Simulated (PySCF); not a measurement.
C₃H₈As, SMILES [CH2][As](C)C, multiplicity 2.

The structure is a stationary point at PBE-D3(BJ)/def2-SVP. The isomer is the one that the SMILES or the coordinates give; other isomers of the formula were not compared.

Method: PBE-D3(BJ)/def2-SVP (PySCF).

Frequencies are harmonic and unscaled.

```json
[
 {"mode": "1", "ν (cm⁻¹)": "138", "IR (km/mol)": "0.0", "moving atoms (share of kinetic energy)": "H 98 %"},
 {"mode": "2", "ν (cm⁻¹)": "146", "IR (km/mol)": "0.0", "moving atoms (share of kinetic energy)": "H 91 %"},
 {"mode": "3", "ν (cm⁻¹)": "175", "IR (km/mol)": "0.1", "moving atoms (share of kinetic energy)": "H 75 %, C 21 %"},
 {"mode": "4", "ν (cm⁻¹)": "199", "IR (km/mol)": "0.3", "moving atoms (share of kinetic energy)": "C 52 %, H 41 %"},
 {"mode": "5", "ν (cm⁻¹)": "205", "IR (km/mol)": "2.2", "moving atoms (share of kinetic energy)": "C 43 %, H 32 %, As 25 %"},
 {"mode": "6", "ν (cm⁻¹)": "231", "IR (km/mol)": "2.2", "moving atoms (share of kinetic energy)": "H 58 %, C 37 %"},
 {"mode": "7", "ν (cm⁻¹)": "496", "IR (km/mol)": "50.8", "moving atoms (share of kinetic energy)": "H 70 %, C 30 %"},
 {"mode": "8", "ν (cm⁻¹)": "553", "IR (km/mol)": "10.9", "moving atoms (share of kinetic energy)": "C 69 %, H 19 %, As 12 %"},
 {"mode": "9", "ν (cm⁻¹)": "569", "IR (km/mol)": "14.6", "moving atoms (share of kinetic energy)": "C 65 %, As 18 %, H 17 %"},
 {"mode": "10", "ν (cm⁻¹)": "629", "IR (km/mol)": "2.1", "moving atoms (share of kinetic energy)": "C 71 %, H 15 %, As 15 %"},
 {"mode": "11", "ν (cm⁻¹)": "704", "IR (km/mol)": "0.5", "moving atoms (share of kinetic energy)": "H 86 %, C 14 %"},
 {"mode": "12", "ν (cm⁻¹)": "755", "IR (km/mol)": "2.1", "moving atoms (share of kinetic energy)": "H 86 %, C 14 %"},
 {"mode": "13", "ν (cm⁻¹)": "820", "IR (km/mol)": "12.2", "moving atoms (share of kinetic energy)": "H 80 %, C 19 %"},
 {"mode": "14", "ν (cm⁻¹)": "843", "IR (km/mol)": "9.6", "moving atoms (share of kinetic energy)": "H 77 %, C 22 %"},
 {"mode": "15", "ν (cm⁻¹)": "864", "IR (km/mol)": "26.4", "moving atoms (share of kinetic energy)": "H 76 %, C 22 %"},
 {"mode": "16", "ν (cm⁻¹)": "1200", "IR (km/mol)": "0.1", "moving atoms (share of kinetic energy)": "H 83 %, C 17 %"},
 {"mode": "17", "ν (cm⁻¹)": "1214", "IR (km/mol)": "2.5", "moving atoms (share of kinetic energy)": "H 83 %, C 17 %"},
 {"mode": "18", "ν (cm⁻¹)": "1308", "IR (km/mol)": "0.2", "moving atoms (share of kinetic energy)": "H 88 %, C 12 %"},
 {"mode": "19", "ν (cm⁻¹)": "1380", "IR (km/mol)": "4.3", "moving atoms (share of kinetic energy)": "H 95 %"},
 {"mode": "20", "ν (cm⁻¹)": "1382", "IR (km/mol)": "4.4", "moving atoms (share of kinetic energy)": "H 95 %"},
 {"mode": "21", "ν (cm⁻¹)": "1390", "IR (km/mol)": "3.3", "moving atoms (share of kinetic energy)": "H 96 %"},
 {"mode": "22", "ν (cm⁻¹)": "1392", "IR (km/mol)": "13.1", "moving atoms (share of kinetic energy)": "H 95 %"},
 {"mode": "23", "ν (cm⁻¹)": "2979", "IR (km/mol)": "10.4", "moving atoms (share of kinetic energy)": "H 98 %"},
 {"mode": "24", "ν (cm⁻¹)": "2981", "IR (km/mol)": "11.9", "moving atoms (share of kinetic energy)": "H 98 %"},
 {"mode": "25", "ν (cm⁻¹)": "3060", "IR (km/mol)": "5.7", "moving atoms (share of kinetic energy)": "H 96 %"},
 {"mode": "26", "ν (cm⁻¹)": "3093", "IR (km/mol)": "6.3", "moving atoms (share of kinetic energy)": "H 90 %, C 10 %"},
 {"mode": "27", "ν (cm⁻¹)": "3093", "IR (km/mol)": "1.1", "moving atoms (share of kinetic energy)": "H 90 %, C 10 %"},
 {"mode": "28", "ν (cm⁻¹)": "3098", "IR (km/mol)": "7.1", "moving atoms (share of kinetic energy)": "H 90 %, C 10 %"},
 {"mode": "29", "ν (cm⁻¹)": "3099", "IR (km/mol)": "0.8", "moving atoms (share of kinetic energy)": "H 90 %, C 10 %"},
 {"mode": "30", "ν (cm⁻¹)": "3179", "IR (km/mol)": "1.9", "moving atoms (share of kinetic energy)": "H 89 %, C 11 %"}
]
```
